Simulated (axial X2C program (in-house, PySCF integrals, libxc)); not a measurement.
**RuNC⁻: properties at the nuclei**

Calculated with an in-house all-electron X2C program for linear molecules (integrals from PySCF): two-component X2C with atomic mean-field Coulomb and Gaunt terms, Gaussian nuclei, basis Ru dyall-v3z, N dyall-av3z, C dyall-v3z with contracted cores.

Ru–N–C held linear, with bonds 1.956 and 1.173 Å (near the PBE0 minimum at charge -1 of the determinant lowest at the starting distance; the state shown can have its own minimum elsewhere, held linear; other orders of the atoms were not compared).

Determinant lowest in the PBE0 search, Ω = 1 (⟨Sz⟩ = 0.98, ⟨Lz⟩ = 0.02 at PBE0), spin on the atoms Ru 0.96, N 0.05, C -0.03:

| level | Eeff magnitude (GV/cm) | Ws magnitude Ru (kHz) | A∥/gI Ru (MHz) | qzz Ru (a.u.) | A∥/gI N (MHz) | qzz N (a.u.) | A∥/gI C (MHz) | qzz C (a.u.) |
| --- | --- | --- | --- | --- | --- | --- | --- | --- |
| PBE0 | 4.23 | 2.06 | -658 | -4.62 | -20.9 | -0.49 | 4.55 | -0.77 |
| r2SCAN | 4.78 | 2.36 | -688 | -4.70 | -22.9 | -0.46 | 4.32 | -0.75 |

Determinant 0.03 eV from it at PBE0 and this distance, Ω = 4 (⟨Sz⟩ = 1.00, ⟨Lz⟩ = 3.00 at PBE0), spin on the atoms Ru 0.95, N 0.02, C 0.03:

| level | Eeff magnitude (GV/cm) | Ws magnitude Ru (kHz) | A∥/gI Ru (MHz) | qzz Ru (a.u.) | A∥/gI N (MHz) | qzz N (a.u.) | A∥/gI C (MHz) | qzz C (a.u.) |
| --- | --- | --- | --- | --- | --- | --- | --- | --- |
| PBE0 | 4.54 | 0.529 | 123 | -0.34 | -3.47 | -0.51 | 4.53 | -0.81 |
| r2SCAN | 4.19 | 0.482 | 151 | -0.23 | -0.904 | -0.48 | 5.14 | -0.78 |

Eeff is the effective electric field on the electron electric dipole moment in this Ω state and Ws the scalar–pseudoscalar constant of the nucleus named (defined with the proton number Z and per Ω); A∥ (defined per Ω) follows by multiplying with gI = μI/(I μN); qzz is the electric field gradient, eQq0 = 234.96 MHz × Q/barn × qzz. The operators were transformed with the bare-nucleus X2C matrices; with these basis sets, hyperfine constants and field gradients can be off by tens of per cent, and where levels differ in sign neither size nor sign is settled.

(1) With gI(101Ru) = -0.2880, Q(101Ru) = 0.457 barn, gI(14N) = 0.4038, Q(14N) = 0.02044 barn, gI(13C) = 1.4048 (g factors from the IAEA table of nuclear moments by Stone; Q from Pyykkö, Mol. Phys. 2018), turn the PBE0 values of the first state into constants in MHz.

The molecule was held linear; bending was not examined, so a bent shape may lie lower.

Each state is one determinant with collinear spin, which with several unpaired electrons need not be a pure state. For an anion, determinants above electron detachment, or with a positive highest level, are held by the basis set. With several open shells hyperfine constants can be off by a factor of several. Open-shell Ω = 0 determinants with evenly filled partner blocks cannot be reached by this program, so the Ω shown need not be the lowest component. Left out as unconverged or as another state under the same occupation: HF in at least one table. States lie within half an eV, so the first need not be the ground state. PBE0 term energies can be off by some tenths of an eV.

## Answers

(1) A∥(101Ru) = -658 × -0.2880 = 190 MHz; eQq0(101Ru) = 234.96 × (0.457) × (-4.62) = -496 MHz; A∥(14N) = -20.9 × 0.4038 = -8.44 MHz; eQq0(14N) = 234.96 × (0.02044) × (-0.49) = -2.35 MHz; A∥(13C) = 4.55 × 1.4048 = 6.39 MHz.
